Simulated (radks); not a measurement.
Problem. The mean radii <r> (bohr) of the occupied orbitals of an atom or ion are listed with their occupations. Calculated with a radial shooting solver on a logarithmic mesh with Libxc functionals: scalar-relativistic Kohn-Sham, r2SCAN, spin-unpolarised, spherical densities, finite nucleus; meta-GGA in the generalised Kohn-Sham scheme; Fermi nuclear charge, rms radius of each element as measured or else 0.836 A^(1/3) + 0.57 fm.

| orbital | occ. | <r> |
|---|---|---|
| 1s | 2 | 0.02458 |
| 2s | 2 | 0.1052 |
| 2p | 6 | 0.09237 |
| 3s | 2 | 0.2781 |
| 3p | 6 | 0.2763 |
| 3d | 10 | 0.2535 |
| 4s | 2 | 0.6373 |
| 4p | 6 | 0.6741 |
| 4d | 10 | 0.7419 |
| 5s | 2 | 1.464 |
| 5p | 4 | 1.628 |
| 4f | 1 | 0.9847 |

Name the element and its charge.

Solution. Z = 58, cerium, charge +5: Ce5+ in [Kr] 4d10 5s2 5p4 4f1. The 1s radius gives Z: for a bare nucleus <r> = (2 gamma + 1)/(2Z) with gamma = sqrt(1 - (Z/c)^2), 0.02424 bohr for Z = 58, and screening makes it slightly larger (0.02458 here). The occupations add up to 53, and the charge is Z minus that.
